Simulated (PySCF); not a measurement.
Molecule: Toluidine (Methylaniline), C$_{7}$H$_{9}$N.

Bonds (- single, = double, # triple, : aromatic): C1-C2, C2:C3, C3:C4, C4:C5, C5:C6, C6:C7, C7-N8, C7:C2. C1 carries H9, H10, H11; C3 carries H12; C4 carries H13; C5 carries H14; C6 carries H15; N8 carries H16, H17.

Geometry PBE0-D3(BJ)/def2-SVP throughout; GIAO in PySCF 2.14, gas phase, one conformer, non-relativistic; equivalent atoms averaged; basis pcSseg-1.

Q: How do the absolute shieldings σ depend on the functional? (a selection of nuclei; ppm; last column core-seconds on shared hosts with different chips, so compare them loosely; the GGAs took longer than the global hybrids here, which isn't the general rule, and the cause wasn't traced)

A: 
| functional | kind | C7 | C3 | C2 | C4 | C1 | N8 | H12 | H14 | H13 | core-s |
| --- | --- | --- | --- | --- | --- | --- | --- | --- | --- | --- | --- |
| HF | Hartree–Fock | 35.5 | 50.6 | 66.6 | 68.4 | 173.0 | 208.5 | 24.32 | 24.34 | 24.92 | 11 |
| LDA | LDA | 29.6 | 42.7 | 55.0 | 56.0 | 161.9 | 183.8 | 23.76 | 23.76 | 24.15 | 29 |
| BLYP | GGA | 27.0 | 42.0 | 52.9 | 54.9 | 155.3 | 180.1 | 24.51 | 24.50 | 24.89 | 26 |
| KT2 | GGA | 43.7 | 58.7 | 69.3 | 70.8 | 164.3 | 188.1 | 24.38 | 24.38 | 24.78 | 36 |
| KT3 | GGA | 44.7 | 59.2 | 69.6 | 71.1 | 162.9 | 187.5 | 24.54 | 24.52 | 24.90 | 36 |
| B3LYP | global hybrid | 28.1 | 43.2 | 54.9 | 56.8 | 159.6 | 186.9 | 24.39 | 24.39 | 24.80 | 18 |
| PBE0 | global hybrid | 34.8 | 48.7 | 61.3 | 62.4 | 165.2 | 191.4 | 24.14 | 24.13 | 24.55 | 24 |
| B97-2 | global hybrid | 37.0 | 51.2 | 63.1 | 64.5 | 164.2 | 190.7 | 24.32 | 24.31 | 24.73 | 21 |
| CAM-B3LYP | range-separated hybrid | 27.5 | 42.7 | 55.6 | 57.2 | 163.6 | 194.0 | 24.20 | 24.21 | 24.64 | 30 |

Q: Which nucleus among those listed moves most, in ppm?

A: N8 (aniline-type nitrogen): from 180.1 ppm with BLYP to 208.5 ppm with HF. The smallest spread is 0.76 ppm, at H14. Proton shifts span only some 12 ppm, so a few tenths of a ppm matter as much there as several ppm in carbon.
